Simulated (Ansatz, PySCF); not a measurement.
Ways to break one bond of CB(S)S:

A. CB(S)S → CB([S])S + H atom
B. CB(S)S [methyl-bis(sulfanyl)borane] → [CH2]B(S)S + H atom

Quantity: bond dissociation energy (enthalpy at 298 K, with B3LYP-D3(BJ) rigid-rotor harmonic-oscillator terms), kJ/mol. Geometries: B3LYP-D3(BJ)/def2-TZVP minima from Ansatz (a quantum-chemistry and plane-wave program), one conformer each, not searched for the lowest. Frequencies are from Ansatz or PySCF. Cores are frozen in the correlated levels unless marked. UHF or UKS for open shells. Spin-orbit coupling is left out. Non-relativistic unless marked X2C. CBS(X,Y): correlation extrapolated as X^-3; Hartree-Fock from the larger set.

```json
[
 {"": "A", "HF/STO-3G (Ansatz)": "315.0", "RI-MP2/cc-pV(T+d)Z (Ansatz)": "359.7", "X2C-CCSD(T)/cc-pVTZ-DK (Ansatz)": "356.8", "CCSD(T)/CBS(aug-cc-pV(T+d)Z,aug-cc-pV(Q+d)Z) (Ansatz)": "(withheld)"},
 {"": "B", "HF/STO-3G (Ansatz)": "412.0", "RI-MP2/cc-pV(T+d)Z (Ansatz)": "401.0", "X2C-CCSD(T)/cc-pVTZ-DK (Ansatz)": "400.0", "CCSD(T)/CBS(aug-cc-pV(T+d)Z,aug-cc-pV(Q+d)Z) (Ansatz)": "(withheld)"}
]
```

**Question.** What belongs in the gaps?

**Answer.** 
- A, CCSD(T)/CBS(aug-cc-pV(T+d)Z,aug-cc-pV(Q+d)Z) (Ansatz): 368.6
- B, CCSD(T)/CBS(aug-cc-pV(T+d)Z,aug-cc-pV(Q+d)Z) (Ansatz): 404.8
